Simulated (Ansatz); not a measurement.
In7As7H20⁺. Charge 1, multiplicity 2. Geometry PBE-D4/def2-SVP, that of the neutral singlet.

```xyz
34

In   -4.2099    0.5008    0.7400
In    3.8027    2.3651   -0.3468
In   -0.6070    0.9039   -2.2066
In   -0.2845    1.7619    2.1877
In   -1.3700   -2.6825    2.2238
In    1.2039   -2.5182    0.2181
In   -2.5827   -3.0771   -1.9363
As    1.9591    3.1353    1.5166
As   -1.8173    1.6681    0.0374
As   -3.2387   -2.0218    0.4854
As    1.8404    2.1146   -2.2324
As    4.3112   -0.1207    0.3822
As   -0.2039   -1.7001   -1.8636
As    0.5366   -0.7740    2.1525
H    -5.3228    0.7842   -0.5632
H    -4.3677    0.8739    2.4337
H     4.8747    3.6841   -0.7203
H    -1.4127    1.3406   -3.6885
H    -0.9085    2.3047    3.7164
H    -1.5700   -3.6720    3.6336
H    -0.1860   -3.6762    0.9691
H     2.6933   -3.3937    0.2017
H    -3.5468   -2.2996   -3.1546
H    -2.1844   -4.7548   -1.7165
H     1.5228    4.5762    1.2478
H     2.6921    3.4369    2.8237
H    -2.1126    3.1467   -0.2301
H    -4.3642   -2.9206    1.0053
H     1.5744    3.4875   -2.8557
H     2.5302    1.5300   -3.4660
H     3.2532   -0.5959   -0.6384
H     5.4233   -0.2403   -0.6835
H     0.6761   -2.0918   -3.0518
H     1.3959   -1.0753    3.3794
```

In the def2 sets In takes a core potential; there is no spin–orbit coupling. Single mean-field runs in def2-SVP are fitted with def2-universal-jkfit. At PBE-D4/def2-SVP the gap within one spin of the charge 1 doublet nearly closes, so an electron or hole may be smeared out by delocalisation error.

Estimate the α-spin orbital energies around the gap (eV) in Ansatz with PBE-D4/def2-SVP, r2SCANh-D4/def2-SVP, PBE0-D4/def2-SVP.


```csv
orbital,PBE-D4/def2-SVP,r2SCANh-D4/def2-SVP,PBE0-D4/def2-SVP
HOMO−5,-9.37,-10.05,-10.45
HOMO−4,-9.28,-9.92,-10.29
HOMO−3,-9.19,-9.83,-10.22
HOMO−2,-9.09,-9.75,-10.12
HOMO−1,-9.04,-9.66,-10.00
HOMO,-8.96,-9.52,-9.86
LUMO,-5.37,-4.99,-4.73
LUMO+1,-5.25,-4.83,-4.59
LUMO+2,-5.07,-4.58,-4.27
LUMO+3,-4.94,-4.52,-4.25
LUMO+4,-4.77,-4.35,-4.10
LUMO+5,-4.63,-4.23,-3.99
β HOMO,-8.91,-9.42,-9.73
β LUMO,-8.88,-9.03,-8.86
```
